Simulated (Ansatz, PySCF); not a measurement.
Noncovalent pair: H2 (SMILES [H][H]) (first 2 atoms) with CH2O2 (SMILES O=CO); geometry from B3LYP-D3(BJ)/def2-TZVP, rigid monomers moved along the line of their centres of mass till H2···H7 is 3.75 Å.
(charge 0, multiplicity 1):
| atom | x (Å) | y (Å) | z (Å) |
|---|---|---|---|
| H | 0.0150 | 0.4129 | -0.4402 |
| H | -0.0776 | -0.1963 | -0.0196 |
| O | -0.0799 | -1.2754 | 4.4539 |
| C | 0.1289 | -0.2690 | 5.0690 |
| O | 0.3250 | 0.9429 | 4.5266 |
| H | 0.1889 | -0.1995 | 6.1627 |
| H | 0.2662 | 0.8490 | 3.5604 |

Counterpoise-corrected where a basis set is named; no monomer relaxation.

Cores are frozen in the correlated methods. CBS: X⁻³ extrapolation of the correlation energy, Hartree–Fock from the larger set.

Programs: Ansatz (a program for electronic structure) with Gaussian orbitals; PySCF for the dispersion terms. Values without a source in brackets are computed.

PBE/def2-TZVPPD gives -0.7 kJ/mol for the interaction energy.

Task: Predict the shift from PBE, with its sign, for: PBE-D3(BJ)/def2-TZVPPD, r2SCAN/def2-TZVPPD, B3LYP/def2-TZVPPD, wB97M-V/def2-TZVPPD, MP2/CBS(aug-cc-pVDZ, aug-cc-pVTZ), CCSD(T)/CBS(aug-cc-pVDZ, aug-cc-pVTZ).

Result: PBE-D3(BJ)/def2-TZVPPD -0.3; r2SCAN/def2-TZVPPD 0.2; B3LYP/def2-TZVPPD 0.4; wB97M-V/def2-TZVPPD -0.1; MP2/CBS(aug-cc-pVDZ, aug-cc-pVTZ) -0.1; CCSD(T)/CBS(aug-cc-pVDZ, aug-cc-pVTZ) -0.1 kJ/mol. 2 of 6 lie above PBE; the widest gap is to B3LYP/def2-TZVPPD.
